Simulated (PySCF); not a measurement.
**Radial density of V (vanadium, neutral)**

revPBE, [Ar] 3d3 4s2, high-spin 4F determinant. Calculation: PySCF 2.14, in cc-pVQZ (8s7p5d3f2g1h, 104 functions); the non-relativistic Hamiltonian (point nucleus).

```csv
r (bohr),4πr²ρ (e/bohr),4πr²(ρα − ρβ)
0.00113,0.1250,0.0000
0.00190,0.3413,0.0000
0.00320,0.9096,0.0000
0.00539,2.328,0.0001
0.00906,5.563,0.0002
0.0152,11.86,0.0004
0.0256,20.91,0.0006
0.0431,27.18,0.0006
0.0725,23.68,0.0004
0.122,21.40,0.0101
0.205,29.51,0.0990
0.345,18.48,0.5362
0.581,9.339,1.5736
0.977,10.80,2.0420
1.64,3.142,1.1418
2.76,1.012,0.2936
4.65,0.3112,-0.0023
7.82,0.01588,-0.0031
13.2,4.316e-05,0.0000
```

Where is the radial spin density 4πr²(ρα − ρβ) most negative, and why is it negative at all?

Around r = 7.82 bohr, down to -0.0031 e/bohr: exchange with the open shell polarises the paired shells in an unrestricted calculation.
